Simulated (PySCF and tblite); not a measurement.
Results of a calculation; reference values are marked as such.
CF3(CH2)2OH, C3H5F3O, numbered as in [OH:1][CH2:2][CH2:3][C:4]([F:5])([F:6])[F:7].

Conformers came from 90 starts (ETKDG and KDG, MMFF94s, GFN2-xTB); geometries are PBE0-D3(BJ)/def2-SVP. Weights use B3LYP-D3(BJ)/def2-TZVP (IEF-PCM, chloroform) energies plus GFN2-xTB zero-point and thermal terms (modes under about 100 cm⁻¹ blended into free rotors). Symmetry numbers and mirror images are counted. Conformers within 3 kcal/mol (GFN2-xTB free energy) were kept, 8 at most. GIAO shieldings: wB97X-D/pcSseg-1 (IEF-PCM, chloroform). Shifts are against TMS (¹H), TMS (¹³C), CFCl3 (¹⁹F) at the same level. Run with PySCF (density fitting) and tblite.

Torsions listed: H1–O1–C2–C3, O1–C2–C3–C4. Of a mirror pair one member is shown.

```json
{"conformer": "1", "shape": "69°, 176°", "symmetry": "C1 (pair)", "E(GFN2) kcal/mol": "0.46", "E(DFT) kcal/mol": "0.30"}
{"conformer": "2", "shape": "60°, -74°", "symmetry": "C1 (pair)", "E(GFN2) kcal/mol": "0.00", "E(DFT) kcal/mol": "0.00"}
{"conformer": "3", "shape": "180°, 180°", "symmetry": "Cs", "E(GFN2) kcal/mol": "1.26", "E(DFT) kcal/mol": "0.33"}
{"conformer": "4", "shape": "-170°, 70°", "symmetry": "C1 (pair)", "E(GFN2) kcal/mol": "2.44", "E(DFT) kcal/mol": "0.76"}
{"conformer": "5", "shape": "-56°, -57°", "symmetry": "C1 (pair)", "E(GFN2) kcal/mol": "1.48", "E(DFT) kcal/mol": "0.75"}
```

(1) How much do the weights at 298.15 K and the averaged shift of C4 depend on how the conformers are weighted?

Results:

(1) 
```json
{"weighting": "DFT energy with thermal terms, symmetry and mirror images (full scheme)", "1 (%)": "27", "2 (%)": "26", "3 (%)": "19", "4 (%)": "18", "5 (%)": "10", "δ (ppm)": "132.8", "rms dipole (D)": "2.69"}
{"weighting": "DFT energy with symmetry and mirror images", "1 (%)": "25", "2 (%)": "41", "3 (%)": "12", "4 (%)": "11", "5 (%)": "11", "δ (ppm)": "133.1", "rms dipole (D)": "2.52"}
{"weighting": "bare DFT energy", "1 (%)": "22", "2 (%)": "37", "3 (%)": "21", "4 (%)": "10", "5 (%)": "10", "δ (ppm)": "133.1", "rms dipole (D)": "2.52"}
{"weighting": "GFN2-xTB energy with symmetry and mirror images", "1 (%)": "28", "2 (%)": "62", "3 (%)": "4", "4 (%)": "1", "5 (%)": "5", "δ (ppm)": "133.5", "rms dipole (D)": "2.07"}
{"weighting": "GFN2-xTB free energy", "1 (%)": "38", "2 (%)": "47", "3 (%)": "7", "4 (%)": "2", "5 (%)": "5", "δ (ppm)": "133.1", "rms dipole (D)": "2.20"}
{"weighting": "leading conformer alone", "1 (%)": "100", "2 (%)": "0", "3 (%)": "0", "4 (%)": "0", "5 (%)": "0", "δ (ppm)": "131.6", "rms dipole (D)": "2.35"}
{"weighting": "equal weights", "1 (%)": "20", "2 (%)": "20", "3 (%)": "20", "4 (%)": "20", "5 (%)": "20", "δ (ppm)": "132.8", "rms dipole (D)": "2.90"}
{"weighting": "full scheme, search stopped after three starts", "1 (%)": "61", "2 (%)": "0", "3 (%)": "0", "4 (%)": "39", "5 (%)": "0", "δ (ppm)": "132.2", "rms dipole (D)": "2.96"}
```

The largest departure from the full scheme, 1.2 ppm, comes with: leading conformer alone.
